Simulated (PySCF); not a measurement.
A geometry optimisation, step by step.

Species: B2FH4N.
SMILES with atom numbers: `[BH2:1][NH:2][BH:3][F:4]` (hydrogens: H5, H6 on B1; H7 on N2; H8 on B3)

Computed by this run: PBE0-D3(BJ)/def2-SVP geometry optimisation, gas phase (PySCF); density fitting, grid level 1; the optimiser is geomeTRIC in internal coordinates, started from a GFN2-xTB structure with every atom displaced at random (about 0.01 Å). The frame can shift and turn from step to step; on so coarse a grid that alone can change the energy by a few meV, and forces under 0.02 eV/Å are noise.

Step 0: E = -5617.1614 eV, largest atomic force 2.370 eV/Å
```
atom  x, y, z in Å  |  force x, y, z in eV/Å
B1      1.301    0.260   -0.048   -1.905   0.541   0.351
N2      0.043   -0.375   -0.232    0.755   0.135   0.045
B3     -1.251    0.015    0.209    1.889   0.470   0.067
F4     -2.219   -0.774   -0.084   -1.955  -1.261  -0.450
H5      2.247   -0.192   -0.517    1.326  -0.683  -0.549
H6      1.292    1.294    0.543    0.165   0.359   0.282
H7      0.071   -1.242   -0.748   -0.101  -0.351  -0.208
H8     -1.428    0.995    0.825   -0.174   0.790   0.462
```

Step 1: E = -5617.2879 eV, largest atomic force 0.624 eV/Å
```
atom  x, y, z in Å  |  force x, y, z in eV/Å
B1      1.187    0.148   -0.263    0.534  -0.243   0.036
N2      0.038   -0.661   -0.341   -0.304  -0.101  -0.145
B3     -1.248   -0.336    0.167   -0.548  -0.270  -0.131
F4     -2.274   -1.157   -0.111    0.488   0.336   0.167
H5      2.210   -0.271   -0.775   -0.152   0.197   0.038
H6      1.160    1.190    0.342   -0.076   0.050  -0.023
H7      0.094   -1.528   -0.874    0.043   0.051   0.060
H8     -1.450    0.656    0.821    0.014  -0.021  -0.003
```

Step 2: E = -5617.2960 eV, largest atomic force 0.341 eV/Å
```
atom  x, y, z in Å  |  force x, y, z in eV/Å
B1      1.198    0.117   -0.252   -0.002   0.200  -0.006
N2      0.031   -0.675   -0.353    0.139  -0.006  -0.140
B3     -1.250   -0.325    0.156   -0.209  -0.265   0.054
F4     -2.272   -1.149   -0.087    0.175   0.183   0.039
H5      2.240   -0.214   -0.772   -0.121  -0.133   0.023
H6      1.121    1.162    0.344    0.017   0.017   0.062
H7      0.082   -1.544   -0.881   -0.006  -0.022   0.014
H8     -1.433    0.668    0.812    0.006   0.024  -0.046
```

Step 3: E = -5617.3026 eV, largest atomic force 0.123 eV/Å
```
atom  x, y, z in Å  |  force x, y, z in eV/Å
B1      1.195    0.130   -0.246   -0.041   0.016  -0.057
N2      0.033   -0.670   -0.360   -0.008   0.054  -0.013
B3     -1.249   -0.334    0.155   -0.095  -0.067   0.040
F4     -2.271   -1.154   -0.078    0.090   0.035  -0.002
H5      2.217   -0.233   -0.775    0.032  -0.025   0.023
H6      1.133    1.173    0.359   -0.008  -0.035   0.015
H7      0.094   -1.539   -0.885    0.019  -0.005  -0.001
H8     -1.435    0.667    0.798    0.012   0.027  -0.005
```

Step 4: E = -5617.3032 eV, largest atomic force 0.084 eV/Å
```
atom  x, y, z in Å  |  force x, y, z in eV/Å
B1      1.194    0.135   -0.255   -0.006  -0.048   0.067
N2      0.029   -0.659   -0.366    0.037   0.075  -0.015
B3     -1.252   -0.332    0.159    0.008  -0.045  -0.050
F4     -2.257   -1.169   -0.074   -0.049   0.000   0.036
H5      2.218   -0.246   -0.768    0.021   0.014  -0.017
H6      1.140    1.169    0.366   -0.010   0.010  -0.022
H7      0.092   -1.530   -0.888   -0.006  -0.001  -0.002
H8     -1.447    0.672    0.794    0.005  -0.005   0.002
```

Step 5: E = -5617.3036 eV, largest atomic force 0.083 eV/Å
```
atom  x, y, z in Å  |  force x, y, z in eV/Å
B1      1.194    0.136   -0.253   -0.002  -0.011   0.077
N2      0.029   -0.656   -0.373   -0.033  -0.038  -0.058
B3     -1.254   -0.337    0.154    0.022   0.070   0.040
F4     -2.264   -1.170   -0.062    0.014  -0.039  -0.018
H5      2.224   -0.241   -0.759   -0.003   0.003  -0.016
H6      1.134    1.168    0.368   -0.001   0.019  -0.017
H7      0.096   -1.527   -0.895    0.002  -0.009  -0.007
H8     -1.443    0.669    0.789    0.000   0.004   0.000
```

Step 6: E = -5617.3040 eV, largest atomic force 0.044 eV/Å
```
atom  x, y, z in Å  |  force x, y, z in eV/Å
B1      1.192    0.134   -0.246    0.002   0.006  -0.024
N2      0.029   -0.658   -0.378   -0.014   0.010  -0.013
B3     -1.252   -0.336    0.152    0.025   0.002   0.036
F4     -2.260   -1.174   -0.061   -0.019  -0.020  -0.014
H5      2.224   -0.237   -0.755    0.006  -0.002   0.013
H6      1.125    1.171    0.368    0.004  -0.003   0.008
H7      0.097   -1.528   -0.901    0.001   0.006   0.006
H8     -1.439    0.669    0.789   -0.005   0.001  -0.011
```

Step 7: E = -5617.3041 eV, largest atomic force 0.028 eV/Å
```
atom  x, y, z in Å  |  force x, y, z in eV/Å
B1      1.193    0.137   -0.246   -0.005   0.003  -0.007
N2      0.029   -0.654   -0.380    0.001   0.006  -0.005
B3     -1.253   -0.339    0.152    0.026   0.009  -0.001
F4     -2.256   -1.183   -0.062   -0.020  -0.016   0.000
H5      2.225   -0.237   -0.751    0.001   0.002   0.007
H6      1.127    1.173    0.369    0.002   0.000   0.004
H7      0.098   -1.524   -0.902    0.000   0.000   0.002
H8     -1.447    0.667    0.787   -0.004  -0.005  -0.001
```

Step 8: E = -5617.3040 eV, largest atomic force 0.023 eV/Å
```
atom  x, y, z in Å  |  force x, y, z in eV/Å
B1      1.192    0.144   -0.244    0.001  -0.007   0.015
N2      0.029   -0.648   -0.387    0.006   0.005   0.003
B3     -1.254   -0.345    0.150    0.017   0.002  -0.015
F4     -2.248   -1.201   -0.060   -0.012  -0.007   0.004
H5      2.228   -0.230   -0.739   -0.004   0.009  -0.004
H6      1.122    1.177    0.376   -0.004   0.005  -0.004
H7      0.104   -1.518   -0.909    0.000  -0.001  -0.001
H8     -1.456    0.660    0.782   -0.005  -0.006   0.003
```

Step 9: E = -5617.3039 eV, largest atomic force 0.023 eV/Å
```
atom  x, y, z in Å  |  force x, y, z in eV/Å
B1      1.190    0.152   -0.241    0.002  -0.001   0.013
N2      0.031   -0.644   -0.391    0.009  -0.003   0.008
B3     -1.254   -0.353    0.146   -0.005  -0.007  -0.022
F4     -2.241   -1.218   -0.063    0.007   0.006   0.006
H5      2.231   -0.217   -0.731   -0.006   0.008  -0.005
H6      1.114    1.183    0.381   -0.006   0.004  -0.002
H7      0.112   -1.513   -0.914    0.002  -0.002  -0.004
H8     -1.466    0.650    0.779   -0.002  -0.005   0.005
```

Step 10: E = -5617.3038 eV, largest atomic force 0.057 eV/Å
```
atom  x, y, z in Å  |  force x, y, z in eV/Å
B1      1.187    0.163   -0.235    0.003   0.011   0.006
N2      0.035   -0.642   -0.393    0.007  -0.014   0.009
B3     -1.254   -0.365    0.142   -0.049  -0.024  -0.016
F4     -2.232   -1.240   -0.070    0.044   0.026   0.004
H5      2.233   -0.195   -0.722   -0.005   0.003  -0.005
H6      1.101    1.193    0.388   -0.009   0.002   0.001
H7      0.125   -1.509   -0.917    0.006  -0.002  -0.005
H8     -1.479    0.635    0.775    0.003  -0.001   0.005
```

Step 11: E = -5617.3038 eV, largest atomic force 0.046 eV/Å
```
atom  x, y, z in Å  |  force x, y, z in eV/Å
B1      1.186    0.164   -0.234    0.003   0.010   0.002
N2      0.036   -0.642   -0.393    0.004  -0.014   0.010
B3     -1.253   -0.366    0.141   -0.042  -0.016  -0.010
F4     -2.231   -1.241   -0.071    0.035   0.017   0.001
H5      2.233   -0.192   -0.722   -0.002   0.003  -0.004
H6      1.097    1.194    0.389   -0.008   0.001   0.002
H7      0.127   -1.509   -0.918    0.006   0.000  -0.004
H8     -1.478    0.633    0.775    0.003  -0.001   0.004
```

Step 12: E = -5617.3039 eV, largest atomic force 0.033 eV/Å
```
atom  x, y, z in Å  |  force x, y, z in eV/Å
B1      1.186    0.164   -0.234    0.004   0.009   0.001
N2      0.036   -0.643   -0.394    0.003  -0.011   0.011
B3     -1.253   -0.366    0.141   -0.030  -0.008  -0.009
F4     -2.232   -1.240   -0.070    0.023   0.005  -0.002
H5      2.233   -0.192   -0.721   -0.001   0.003  -0.004
H6      1.096    1.193    0.390   -0.007   0.001   0.001
H7      0.127   -1.510   -0.918    0.005   0.002  -0.002
H8     -1.477    0.633    0.775    0.004  -0.001   0.004
```

Step 13: E = -5617.3039 eV, largest atomic force under 0.02 eV/Å
```
atom  x, y, z in Å  |  force x, y, z in eV/Å
B1      1.186    0.164   -0.234    0.002   0.010   0.000
N2      0.036   -0.644   -0.394    0.002  -0.007   0.014
B3     -1.253   -0.366    0.141   -0.014   0.000  -0.007
F4     -2.232   -1.239   -0.070    0.009  -0.006  -0.005
H5      2.233   -0.191   -0.721   -0.001   0.002  -0.004
H6      1.094    1.193    0.390   -0.004   0.000   0.001
H7      0.128   -1.510   -0.919    0.004   0.002  -0.002
H8     -1.476    0.634    0.775    0.003  -0.001   0.004
```

Question: Summarise the path.

Answer: The energy falls by 13.75 kJ/mol from step 0 to step 13; nine tenths of that is first reached at step 2. It never rises by more than 0.2 meV. The largest force goes from 2.370 to under 0.02 eV/Å. Among the bonds B1–H5 changes most, from 1.149 to 1.208 Å; the atoms move by 0.052 Å rms after alignment.

The cost below is that of the whole optimisation. On one thread, Arm Neoverse N1 (aarch64), on a shared host, this took 35 s wall and 0.32 GiB of memory at its peak.
